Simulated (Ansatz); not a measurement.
C2H5B, SMILES `B1CC1` (charge 0, multiplicity 1).

Z-matrix (Å, degrees):
```
C
H 1 1.0858
H 1 1.0858 2 112.29
B 1 1.5237 2 120.10 3 149.77
H 4 1.1802 1 149.45 2 -73.72
C 4 1.5237 5 149.45 1 179.98
H 6 1.0858 4 120.10 5 -73.69
H 6 1.0858 7 112.29 1 141.31
```
Charge 0, spin multiplicity 1.

Frozen-core energies in 6-31g from Ansatz (a quantum-chemistry and plane-wave program) at a geometry from B3LYP-D3(BJ)/def2-TZVP; the HF reference has <S^2> = 0.00 and the T1 diagnostic is 0.008.

```tsv
level	energy (Ha)
HF	-103.22099
MP2	-103.44662
CCSD	-103.47987
CCSD(T)	-103.48626
```

Question: Estimate the energies of CCSDT, CCSDT(Q) and CCSDTQ, and give each level's difference from CCSDTQ.

Answer: 
```
level     energy (Ha)  difference from CCSDTQ (mHa)
--------  -----------  ----------------------------
MP2        -103.44662                         40.61
CCSD       -103.47987                          7.36
CCSD(T)    -103.48626                          0.98
CCSDT      -103.48689                          0.35
CCSDT(Q)   -103.48725                         -0.02
CCSDTQ     -103.48724                          0.00
```
